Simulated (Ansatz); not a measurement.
1-butyl-3-methylimidazolium (C₈H₁₅N₂⁺). Charge 1, multiplicity 1. Geometry PBE0-D4/def2-SVP, basis def2-TZVP, Ansatz.

```xyz
25

C     0.509   -0.538    3.464
C     0.620   -0.869    1.984
C     1.525    0.096    1.230
C     1.705   -0.225   -0.246
N     0.448   -0.153   -1.002
C    -0.305   -1.219   -1.428
C    -1.411   -0.710   -2.044
N    -1.311    0.658   -1.979
C    -2.265    1.605   -2.538
C    -0.181    0.971   -1.344
H     1.493   -0.571    3.957
H    -0.147   -1.252    3.984
H     0.093    0.470    3.620
H     1.008   -1.897    1.860
H    -0.388   -0.868    1.531
H     1.156    1.132    1.339
H     2.534    0.095    1.677
H     2.419    0.460   -0.726
H     2.090   -1.245   -0.386
H     0.000   -2.250   -1.262
H    -2.250   -1.212   -2.521
H    -1.994    2.620   -2.224
H    -3.272    1.373   -2.169
H    -2.249    1.548   -3.635
H     0.173    1.981   -1.142
```

| run | HOMO (eV) | LUMO (eV) |
| --- | --- | --- |
| A | -11.07 | -5.69 |
| B | -14.61 | -2.63 |
| C | -10.89 | -5.87 |
| D | -11.96 | -4.89 |
| E | -11.02 | -6.08 |

LC-ωPBE has ω = 0.4 bohr⁻¹.

Task: The runs used LC-ωPBE, LDA (SPW92), PBE, PBE0, r2SCAN. Estimate which is which.

Result: A r2SCAN (0 % exact exchange); B LC-ωPBE (range-separated); C PBE (0 % exact exchange); D PBE0 (25 % exact exchange); E LDA (SPW92) (0 % exact exchange). Exact exchange lowers occupied and raises empty levels; among semilocal functionals meta-GGAs tend to open the gap a little, and such runs are hard to tell apart. The gap grows from 4.94 eV (LDA (SPW92)) to 11.98 eV (LC-ωPBE).
